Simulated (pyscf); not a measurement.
# `[CH3][Zn]`, doublet

Gas-phase minimum from PySCF at ωB97X-D3(BJ)/def2-SVP, one conformer. Other isomers of [H₃C–Zn]• were not searched in full and may lie lower. 

SMILES: [CH3][Zn]
```xyz
5

C      0.6239    -0.5248     0.3047
Zn     1.6141     1.0584    -0.4573
H      0.5884    -0.4471     1.4038
H     -0.4049    -0.5457    -0.0912
H      1.1404    -1.4572     0.0230
```
Charge 0, spin multiplicity 2.

Bonds (Å): C1–Zn2 2.017, C1–H3 1.102, C1–H4 1.102, C1–H5 1.102. Angles (°): Zn2–C1–H3 109.7, Zn2–C1–H4 109.7, Zn2–C1–H5 109.7, H3–C1–H4 109.2, H3–C1–H5 109.2, H4–C1–H5 109.2.

Properties at ωB97X-D3(BJ)/def2-SVP:

Harmonic wavenumbers, unscaled: 461, 604, 604, 1129, 1431, 1431, 3053, 3171, 3171 cm⁻¹
Zero-point energy: 21.5 kcal/mol
Rotational symmetry number: 3
Entropy of this conformer at 298 K and 1 atm, rigid rotor and harmonic oscillator, modes under 100 cm⁻¹ raised to 100: 254.2 J/(mol K)
Dipole moment: 0.62 D
Spin expectation value S2: 0.756

Single-point totals, which compare only within one level (frozen core for MP2 and CC):

| level | total energy (hartree) |
|---|---|
| ωB97X-D3(BJ)/def2-TZVP | -1819.25548 |
| PBE/def2-TZVP | -1818.94818 |
| r²SCAN/def2-TZVP | -1819.23225 |
| B3LYP-D3(BJ)/def2-TZVP | -1819.33625 |
| PBE0-D3(BJ)/def2-TZVP | -1818.97499 |
| M06-2X/def2-TZVP | -1819.22564 |
| ωB97M-D3(BJ)/def2-TZVP | -1819.31047 |
| UHF/def2-TZVPP | -1817.39388 |
| MP2/def2-TZVPP | -1818.39568 |
| CCSD/def2-TZVPP | -1818.33102 |
| CCSD(T)/def2-TZVPP | -1818.35536 |

The CCSD(T) − MP2 part came from Ansatz, without density fitting, on the same reference. The frozen core leaves the outer d or s,p core shells of the metals and heavy elements correlated in the MP2 and CC values, and def2-TZVPP describes them poorly, so these totals are far from the basis limit. Elements up to Kr have no core potential and no relativistic terms here.
